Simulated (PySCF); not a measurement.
Geometry:
| atom | x (Å) | y (Å) | z (Å) |
| --- | --- | --- | --- |
| N1 | 3.285 | 0.805 | 1.804 |
| C2 | 2.468 | 0.166 | 1.288 |
| C3 | 1.415 | -0.596 | 0.650 |
| Si4 | -0.202 | 0.396 | 0.530 |
| S5 | -1.579 | -0.942 | -0.432 |
| Si6 | -3.297 | 0.353 | -0.568 |
| H7 | 1.222 | -1.521 | 1.218 |
| H8 | 1.726 | -0.891 | -0.366 |
| H9 | 0.018 | 1.627 | -0.282 |
| H10 | -0.665 | 0.772 | 1.895 |
| H11 | -4.358 | -0.453 | -1.230 |
| H12 | -2.979 | 1.564 | -1.379 |
| H13 | -3.741 | 0.782 | 0.791 |

Geometry: PBE0-D3(BJ)/def2-SVP; GIAO shifts from PySCF 2.14.0 with density-fitted response routines, gas phase, non-relativistic, averaged over equivalent atoms.

At PBE0/cc-pVTZ (290 basis functions, 50 s wall time on 1 thread of an Arm Neoverse V1, shared host):
```json
{"atoms": "N1", "δ (ppm)": "295.1"}
{"atoms": "C2", "δ (ppm)": "117.9"}
{"atoms": "C3", "δ (ppm)": "2.6"}
{"atoms": "Si4", "δ (ppm)": "-18.3"}
{"atoms": "Si6", "δ (ppm)": "-49.5"}
{"atoms": "S5", "δ (ppm)": "-297.4"}
{"atoms": "H9/H10", "δ (ppm)": "5.01"}
{"atoms": "H11/H12/H13", "δ (ppm)": "4.78"}
{"atoms": "H7/H8", "δ (ppm)": "1.92"}
```

Referencing at the same level of theory: $^{15}$N (σ = 266.77 ppm) against NH3; $^{13}$C (σ = 187.29 ppm), $^{29}$Si (σ = 360.00 ppm), $^{1}$H (σ = 31.29 ppm) against TMS; $^{33}$S (σ = 524.82 ppm) vs CS2.

Question: What do these become at PBE0/IGLO-III?

Answer: 
```tsv
atoms	δ at PBE0/IGLO-III	change
N1	296.9	+1.8
C2	121.8	+3.9
C3	2.8	+0.2
Si4	-23.1	-4.8
Si6	-56.7	-7.2
S5	-284.0	+13.4
H9/H10	5.14	+0.13
H11/H12/H13	4.89	+0.11
H7/H8	1.97	+0.05
```

Chemical shifts δ = σref − σ; $^{15}$N (σref 260.55) vs NH3; TMS for $^{13}$C (σref 183.78) and $^{29}$Si (σref 345.34) and $^{1}$H (σref 31.37); $^{33}$S (σref 518.71) vs CS2, all at this level.

The largest change is at S5 (sulfur bonded to 2 Si). Cost: 307 basis functions, 50 s wall time on 1 thread of an Arm Neoverse V1, shared host.

Experimental scales use liquid or dissolved standards, which lie at an offset from isolated NH3 (liquid NH3: subtract about 20 ppm). Unscaled 15N shifts of sp2 nitrogen often come out too high even then, by a few to some tens of ppm.
